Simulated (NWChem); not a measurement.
Program: NWChem. System: F₃Sc, charge 0, spin multiplicity 1, at a geometry optimised with PBE/def2-SVP. The structure started from a generated list of species. Level: TD-LDA (SVWN5)/def2-SVP.

The NWChem input:

```
start mol
memory heap 200 mb stack 900 mb global 1100 mb
geometry units angstroms nocenter noautoz
  Sc     0.000000     0.000000     0.000007
  F      0.000000     0.000000     1.832483
  F     -1.586962     0.000000    -0.916250
  F      1.586962     0.000000    -0.916250
  symmetry group C2v
end
basis spherical
  * library def2-svp
end
dft
  xc slater vwn_5
  semidirect memsize 60000000 filesize 0
  iterations 100
end
tddft
  rpa
  nroots 8
  notriplet
  thresh 1e-4
end
task tddft energy
```

Part of the output:

```
             Northwest Computational Chemistry Package (NWChem) 7.3.0
             --------------------------------------------------------

                                NWChem Input Module
                                -------------------

 Scaling coordinates for geometry "geometry" by  1.889725989
 (inverse scale =  0.529177249)

 Turning off AUTOSYM since
 SYMMETRY directive was detected!

                             Geometry "geometry" -> ""
                             -------------------------

 Output coordinates in angstroms (scale by  1.889725989 to convert to a.u.)

  No.       Tag          Charge          X              Y              Z
 ---- ---------------- ---------- -------------- -------------- --------------
    1 Sc                  21.0000     0.00000000     0.00000000     0.00000700
    2 F                    9.0000     0.00000000     0.00000000     1.83248300
    3 F                    9.0000    -1.58696200     0.00000000    -0.91625000
    4 F                    9.0000     1.58696200     0.00000000    -0.91625000

 Effective nuclear repulsion energy (a.u.)     204.2508348929

            Nuclear Dipole moment (a.u.)
            ----------------------------
        X                 Y               Z
 ---------------- ---------------- ----------------
     0.0000000000     0.0000000000    -0.0000113384

      Symmetry information
      --------------------

 Group name             C2v
 Group number             16
 Group order               4
 No. of unique centers     3

      Symmetry unique atoms

     1    2    3


 Summary of "ao basis" -> "" (spherical)
 ------------------------------------------------------------------------------
       Tag                 Description            Shells   Functions and Types
 ---------------- ------------------------------  ------  ---------------------
 *                          def2-svp                  on all atoms

                                 NWChem DFT Module
                                 -----------------

 Summary of "ao basis" -> "ao basis" (spherical)
 ------------------------------------------------------------------------------
       Tag                 Description            Shells   Functions and Types
 ---------------- ------------------------------  ------  ---------------------
 Sc                         def2-svp                11       31   5s3p2d1f
 F                          def2-svp                 6       14   3s2p1d

 Summary of "ao basis" -> "ao basis" (spherical)
 ------------------------------------------------------------------------------
       Tag                 Description            Shells   Functions and Types
 ---------------- ------------------------------  ------  ---------------------
 Sc                         def2-svp                11       31   5s3p2d1f
 F                          def2-svp                 6       14   3s2p1d

      Symmetry analysis of basis
      --------------------------

        a1         31
        a2          8
        b1         20
        b2         14

            General Information
            -------------------
          SCF calculation type: DFT
          Wavefunction type:  closed shell.
          No. of atoms     :     4
          No. of electrons :    48
           Alpha electrons :    24
            Beta electrons :    24
          Charge           :     0
          Spin multiplicity:     1
          Use of symmetry is: off; symmetry adaption is: on
          Maximum number of iterations: 100
[...]
     Transition Moments    X -0.20953   Y  0.00000   Z -0.00001
     Transition Moments   XX -0.00001  XY -0.00000  XZ -0.15929
     Transition Moments   YY  0.00000  YZ  0.00000  ZZ  0.00001
     Dipole Oscillator Strength                    0.0060989201
     Electric Quadrupole                           0.0000000012
     Magnetic Dipole                               0.0000000000
     Total Oscillator Strength                     0.0060989214

          sigma_e =   1.5027 Angstrom
          sigma_h =   1.9435 Angstrom
         |d_h->e| =   0.0978 Angstrom
            d_exc =   2.4672 Angstrom
            d_CD1 =   0.5386 Angstrom
            d_CD2 =  -1.6253 Angstrom
            d_CD3 =   2.5650 Angstrom
     Pearson C.C. =  -0.0072

     Occ.   22  b1  ---  Virt.   25  a1  -0.99706 X
  ----------------------------------------------------------------------------
  Root   4 singlet b2             0.217730409 a.u.                5.9247 eV
  ----------------------------------------------------------------------------
     Transition Moments    X  0.00000   Y  0.53611   Z -0.00000
     Transition Moments   XX -0.00000  XY -0.00000  XZ  0.00000
     Transition Moments   YY -0.00000  YZ -0.00004  ZZ  0.00000
     Dipole Oscillator Strength                    0.0417192769
     Electric Quadrupole                           0.0000000000
     Magnetic Dipole                               0.0000000000
     Total Oscillator Strength                     0.0417192769

          sigma_e =   1.5009 Angstrom
          sigma_h =   1.9373 Angstrom
         |d_h->e| =   0.0001 Angstrom
            d_exc =   2.4669 Angstrom
            d_CD1 =   0.4366 Angstrom
            d_CD2 =  -1.7190 Angstrom
            d_CD3 =   2.4670 Angstrom
     Pearson C.C. =  -0.0137

     Occ.   21  b2  ---  Virt.   25  a1   0.99936 X
  ----------------------------------------------------------------------------
  Root   5 singlet a2             0.228275199 a.u.                6.2117 eV
  ----------------------------------------------------------------------------
     Transition Moments    X -0.00000   Y -0.00000   Z  0.00000
     Transition Moments   XX  0.00000  XY  0.83558  XZ  0.00000
     Transition Moments   YY  0.00000  YZ  0.00005  ZZ  0.00000
     Dipole Oscillator Strength                    0.0000000000
     Electric Quadrupole                           0.0000000442
     Magnetic Dipole                               0.0000023772
     Total Oscillator Strength                     0.0000024215

          sigma_e =   1.5021 Angstrom
          sigma_h =   1.6832 Angstrom
         |d_h->e| =   0.8294 Angstrom
            d_exc =   2.4063 Angstrom
            d_CD1 =   1.0106 Angstrom
            d_CD2 =  -0.7633 Angstrom
            d_CD3 =   3.2356 Angstrom
     Pearson C.C. =  -0.0025

     Occ.   20  a2  ---  Virt.   25  a1  -0.99936 X
  ----------------------------------------------------------------------------
  Root   6 singlet b2             0.228276650 a.u.                6.2117 eV
  ----------------------------------------------------------------------------
     Transition Moments    X -0.00000   Y  0.00003   Z  0.00000
     Transition Moments   XX -0.00000  XY -0.00005  XZ -0.00000
     Transition Moments   YY  0.00000  YZ  0.83556  ZZ  0.00000
     Dipole Oscillator Strength                    0.0000000001
     Electric Quadrupole                           0.0000000442
     Magnetic Dipole                               0.0000023775
     Total Oscillator Strength                     0.0000024218

          sigma_e =   1.5020 Angstrom
          sigma_h =   1.6832 Angstrom
         |d_h->e| =   0.8295 Angstrom
            d_exc =   2.4062 Angstrom
            d_CD1 =   1.0106 Angstrom
            d_CD2 =  -0.7631 Angstrom
            d_CD3 =   3.2357 Angstrom
     Pearson C.C. =  -0.0025

     Occ.   19  b2  ---  Virt.   25  a1   0.99936 X
  ----------------------------------------------------------------------------
  Root   7 singlet b2             0.243726854 a.u.                6.6321 eV
  ----------------------------------------------------------------------------
     Transition Moments    X  0.00000   Y -0.00001   Z  0.00000
     Transition Moments   XX -0.00000  XY  0.00000  XZ -0.00001
     Transition Moments   YY  0.00000  YZ  0.14409  ZZ -0.00001
     Dipole Oscillator Strength                    0.0000000000
     Electric Quadrupole                           0.0000000016
     Magnetic Dipole                               0.0000001517
     Total Oscillator Strength                     0.0000001534

          sigma_e =   1.0960 Angstrom
          sigma_h =   1.8895 Angstrom
         |d_h->e| =   0.4784 Angstrom
            d_exc =   2.2526 Angstrom
            d_CD1 =   1.2719 Angstrom
            d_CD2 =  -1.0144 Angstrom
            d_CD3 =   2.7310 Angstrom
     Pearson C.C. =  -0.0179

     Occ.   22  b1  ---  Virt.   26  a2   0.22137 X
     Occ.   23  a1  ---  Virt.   27  b2   0.22126 X
     Occ.   24  b1  ---  Virt.   26  a2   0.94909 X
  ----------------------------------------------------------------------------
  Root   8 singlet a1             0.244146152 a.u.                6.6436 eV
  ----------------------------------------------------------------------------
     Transition Moments    X -0.00000   Y -0.00000   Z -0.00004
     Transition Moments   XX  0.04689  XY  0.00000  XZ -0.00001
     Transition Moments   YY -0.07698  YZ -0.00000  ZZ  0.04726
     Dipole Oscillator Strength                    0.0000000003
     Electric Quadrupole                           0.0000000004
     Magnetic Dipole                               0.0000000000
     Total Oscillator Strength                     0.0000000007

          sigma_e =   1.5246 Angstrom
          sigma_h =   1.9498 Angstrom
         |d_h->e| =   0.0008 Angstrom
            d_exc =   2.4803 Angstrom
            d_CD1 =   0.4260 Angstrom
            d_CD2 =  -1.7365 Angstrom
            d_CD3 =   2.4811 Angstrom
     Pearson C.C. =  -0.0043

     Occ.   18  a1  ---  Virt.   25  a1   0.97810 X
     Occ.   19  b2  ---  Virt.   27  b2  -0.14286 X
     Occ.   20  a2  ---  Virt.   26  a2   0.14293 X

              Target root =      1
          Target symmetry = none
      Ground state energy =  -1056.340833071580
        Excitation energy =      0.204336338995
     Excited state energy =  -1056.136496732585

  stored tddft:energy   -1056.1364967325849

 Task  times  cpu:       11.5s     wall:       11.5s

 Total times  cpu:       11.5s     wall:       11.5s
```
